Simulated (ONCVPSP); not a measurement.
# Cutoff test, germanium, ONCV

- Element: Ge (Z = 32)
- Generator: ONCVPSP 4.0.1
- Type: optimised norm-conserving Vanderbilt (ONCV)
- Functional: PBE
- Relativity: scalar-relativistic
- Frozen core: [Ar]
- Valence charge: 14
- Reference configuration: 3d10 4s2 4p2
- Partial waves: 4s: rc 1.35 bohr, ncon 3, nbas 6, qcut 5.9 1/bohr, 1 projector; 4p: rc 2.05 bohr, ncon 4, nbas 7, qcut 3.8 1/bohr, 2 projectors, debl 3.6 Ha; 3d: rc 0.85 bohr, ncon 4, nbas 8, qcut 18.5 1/bohr, 2 projectors, debl 3.5 Ha
- Local potential: polynomial inside 0.60 bohr (lpopt 5, dvloc0 1 Ha)
- Core correction: Teter function, parameters optimised by the program

**Question.** For each optimised wave give the share of its norm inside rc, the residual kinetic energy above qcut (Ha) and the cutoffs (Ha) for errors of 10, 1, 0.1 and 0.01 mHa per electron.

**Answer.**

```json
{"wave": "4s", "norm inside rc": "0.150", "residual KE": "2.6e-04", "10 mHa": "5.7", "1 mHa": "8.7", "0.1 mHa": "67.7", "0.01 mHa": "119.6"}
{"wave": "4p", "norm inside rc": "0.268", "residual KE": "4.3e-04", "10 mHa": "1.8", "1 mHa": "5.5", "0.1 mHa": "17.1", "0.01 mHa": "32.8"}
{"wave": "p projector 2", "norm inside rc": "0.163", "residual KE": "4.6e-02", "10 mHa": "9.8", "1 mHa": "32.0", "0.1 mHa": "43.4", "0.01 mHa": "49.1"}
{"wave": "3d", "norm inside rc": "0.697", "residual KE": "4.6e-06", "10 mHa": "116.8", "1 mHa": "137.1", "0.1 mHa": "152.9", "0.01 mHa": "166.1"}
{"wave": "d projector 2", "norm inside rc": "0.043", "residual KE": "2.7e-06", "10 mHa": "101.0", "1 mHa": "127.1", "0.1 mHa": "147.7", "0.01 mHa": "162.7"}
```

The occupied waves need 137 Ha and 153 Ha for 1 and 0.1 mHa. Note: ghosts flagged at negative energy: s at -470.3 eV; GHOST(+) flagged for p at 7.8 eV. A true bound ghost makes a file unfit for plane-wave use. 2 of 4 tests not solved or not reliable.
